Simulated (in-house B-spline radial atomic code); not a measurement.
## RPA and G0W0 on TPSS: Fe8+

Configuration [Ne] 3s2 3p6, mean-field start TPSS. Computed with a B-spline radial code for spherical atoms: all electrons, non-relativistic, point nucleus, each spin shell either full or empty, empty states to l = 9 with an (l + 1/2)⁻⁴ tail; G0W0 by contour deformation at full frequency.

Command:
```bash
python run_gw.py task.json out
```
Settings (radii: box in bohr, nucleus in fm):
```
Z                        26
electrons                18
configuration            [Ne] 3s2 3p6
hamiltonian              nr
method                   tpss,tpss
lmax                     9
spin_polarised           False
box_radius               7.7
intervals                48
```

Time taken, with all properties: 0.8 s on 1 thread of Arm Neoverse V2, with other jobs on the host.

Energies (hartree):

```csv
term,value
mean-field total,-1243.00970
Hartree-Fock functional on these orbitals,-1242.14834
direct second order,-1.4526
second-order exchange,0.48159
SOSEX correction,0.4402
```

(1) What is the RPA correlation energy, and what remains with SOSEX?

Quasi-particle levels (eV):

| level | occupied | mean field | Σx - vxc | Σc | QP weight | G0W0 |
| --- | --- | --- | --- | --- | --- | --- |
| 3p | yes | -220.36 | -13.25 | ? | ? | ? |
| 3d | no | -165.22 | 16.61 | -3.43 | 0.973 | -152.04 |

G0W0 = mean field + (Σx - vxc) + Σc, with Σc (partial-wave tail included) taken at the quasi-particle energy. Only the outer levels were computed. Levels of low weight are left out.

(2) Where does G0W0 put 3p?

## Answers

(1) RPA gives -1.2719 hartree (-1.92 eV per electron); RPA + SOSEX gives -0.83169, and the second-order doubles -0.97097 hartree (no singles). RPA lacks exchange-type terms and so overcorrelates at short range.

(2) At -233.96 eV, with Σc = -0.34 eV and a quasi-particle weight of 0.960. The tabulated removal energy is 233.6 ± 0.4 eV (NIST, semi-empirical); the calculation leaves out relativity, Breit and QED terms, and what these don't explain is the method's own error.
